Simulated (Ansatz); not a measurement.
Cost and result for the atomization energy of CHFNSi, SMILES `N#C[SiH]F` radical (5 atoms, 4 bonds).

Charge 0, multiplicity 2. All single points use the PBE0-D4/def2-TZVP geometry. Program: Ansatz. All runs use 2 threads of a server CPU on a shared host. Times are those of one run each, without the atoms' runs, and a repeat can differ threefold. Electronic energies, without spin–orbit coupling; frozen cores. CCSD(T)/CBS adds CCSD(T) − MP2 in def2-TZVPP to the MP2 limit, and its time is that of the two runs behind it. T1 = 0.022; ⟨S²⟩ of the reference is 0.80. B3LYP takes the VWN-RPA correlation (the form of Gaussian; ORCA's B3LYP/G). HSE06 is the plane-wave form, built on full-range PBE exchange.

CCSD(T)/CBS is a level of theory with its own doubt, some kJ/mol a heavy atom from the limit and from the frozen cores, so smaller differences don't rank the functionals.

```json
{"level": "BLYP-D4/def2-TZVPP", "functions": "149", "wall time": "1.3 s", "atomization (kcal/mol)": "499.0", "difference from CCSD(T)/CBS": "10.9", "per bond": "2.7"}
{"level": "revPBE-D4/def2-TZVPP", "functions": "149", "wall time": "1.4 s", "atomization (kcal/mol)": "492.9", "difference from CCSD(T)/CBS": "4.8", "per bond": "1.2"}
{"level": "HSE06-D4/def2-TZVPP", "functions": "149", "wall time": "1.9 s", "atomization (kcal/mol)": "488.4", "difference from CCSD(T)/CBS": "0.3", "per bond": "0.1"}
{"level": "B3LYP-D4/def2-TZVPP (with forces)", "functions": "149", "wall time": "2 s", "atomization (kcal/mol)": "490.0", "difference from CCSD(T)/CBS": "1.9", "per bond": "0.5"}
{"level": "CCSD(T)/def2-SVP", "functions": "65", "wall time": "2.4 s", "atomization (kcal/mol)": "449.6", "difference from CCSD(T)/CBS": "-38.5", "per bond": "-9.6"}
{"level": "PBE-QIDH/def2-TZVPP", "functions": "149", "wall time": "2.8 s", "atomization (kcal/mol)": "482.7", "difference from CCSD(T)/CBS": "-5.4", "per bond": "-1.3"}
{"level": "r2SCAN-D4/def2-TZVPP (with forces)", "functions": "149", "wall time": "3 s", "atomization (kcal/mol)": "490.3", "difference from CCSD(T)/CBS": "2.2", "per bond": "0.5"}
{"level": "r2SCANh-D4/def2-TZVPP", "functions": "149", "wall time": "3.1 s", "atomization (kcal/mol)": "483.2", "difference from CCSD(T)/CBS": "-4.9", "per bond": "-1.2"}
{"level": "B2PLYP/def2-TZVPP", "functions": "149", "wall time": "3.1 s", "atomization (kcal/mol)": "487.6", "difference from CCSD(T)/CBS": "-0.5", "per bond": "-0.1"}
{"level": "ωB97X-V/def2-TZVPP", "functions": "149", "wall time": "4.5 s", "atomization (kcal/mol)": "490.4", "difference from CCSD(T)/CBS": "2.3", "per bond": "0.6"}
{"level": "MP2/def2-QZVPP", "functions": "271", "wall time": "14 s", "atomization (kcal/mol)": "502.2", "difference from CCSD(T)/CBS": "14.1", "per bond": "3.5"}
{"level": "CCSD(T)/def2-TZVPP", "functions": "149", "wall time": "31 s", "atomization (kcal/mol)": "471.3", "difference from CCSD(T)/CBS": "-16.8", "per bond": "-4.2"}
{"level": "CCSD(T)/CBS(def2)", "functions": "–", "wall time": "44 s", "atomization (kcal/mol)": "488.1", "difference from CCSD(T)/CBS": "0.0", "per bond": "0.0"}
```

From r2SCAN to r2SCAN0 (25 % exact exchange), in def2-TZVPP and without D4, the atomization energy moves by −17.5 kcal/mol: exact exchange takes away binding that semilocal exchange gives to molecules. At CCSD(T), def2-SVP lies −38.6 kcal/mol from the extrapolated value and def2-TZVPP −16.8 kcal/mol: correlation converges slowly with the basis, and small sets miss more of it in the bonded molecule than in its fragments. In def2-TZVPP, CCSD(T) changes the Hartree–Fock value by +140.1 kcal/mol (the triples alone add +12.0 kcal/mol) and MP2 by +160.7 kcal/mol; breaking electron pairs costs correlation energy, which Hartree–Fock lacks.
